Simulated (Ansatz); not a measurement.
A single point on C$_{2}$H$_{6}$B$_{2}$, SMILES `CC1BB1`.

```yaml
crystal:
  periodic: [false, false, false]
  atoms:
    - {symbol: C, position_ang: [-0.731896, 0.557083, -0.517868]}
    - {symbol: C, position_ang: [-0.412606, -0.621000, 0.366067]}
    - {symbol: B, position_ang: [0.713105, -0.367014, 1.299518]}
    - {symbol: B, position_ang: [0.988586, 0.025756, -0.227694]}
    - {symbol: H, position_ang: [-1.126579, 0.327111, -1.506413]}
    - {symbol: H, position_ang: [-1.315488, 1.325121, -0.006844]}
    - {symbol: H, position_ang: [0.235005, 1.223539, -0.622244]}
    - {symbol: H, position_ang: [-0.997249, -1.513925, 0.171014]}
    - {symbol: H, position_ang: [1.135449, -0.869546, 2.285987]}
    - {symbol: H, position_ang: [1.594874, -0.138424, -1.238522]}
basis:
  gaussian: {orbitals: def2-TZVPP}
hamiltonian: {xc: pbe}
correlation: {method: rpa}
```

```sh
$ ansatz run in.yaml --threads 2 --pin off --events-out ev --progress --plain --max-ram 4352MiB
```

Shortened log:

```
Functional definition: PBE
1209 factors; integrals over basis functions are off by at most 1.1e-3 eV
mean field evaluation 1: about -3505.3449 eV, gradient 6.9e1 eV
mean field evaluation 2: about -3505.3356 eV, gradient 6.9e1 eV
mean field evaluation 4: about -3516.8530 eV, gradient 1.6e1 eV
mean field evaluation 8: about -3517.6026 eV, gradient 6.4e-1 eV
mean field evaluation 16: about -3517.6030 eV, gradient 1.4e-4 eV
mean field -3517.60295824 eV, -129.2695243985 hartree, gradient 4.8e-6 eV, S^2 0.000000; 0 other end points of the search recorded, 0 dependent functions left out
4 core orbitals not correlated: weight in the atoms' cores, before any rotation towards them, 1.000 or more for the frozen orbitals, at most 0.000 for the correlated occupied ones
reference -3496.41867467 eV, -128.4910163363 hartree; 10, 10 occupied and 194, 194 virtual orbitals, 1209 factors
Total energy: -3522.37154961 eV, -129.4447668989 hartree
```

It took 5.5 s on 2 threads of an Arm Neoverse V1 on a shared host, with 0.44 GiB of host memory at the peak.
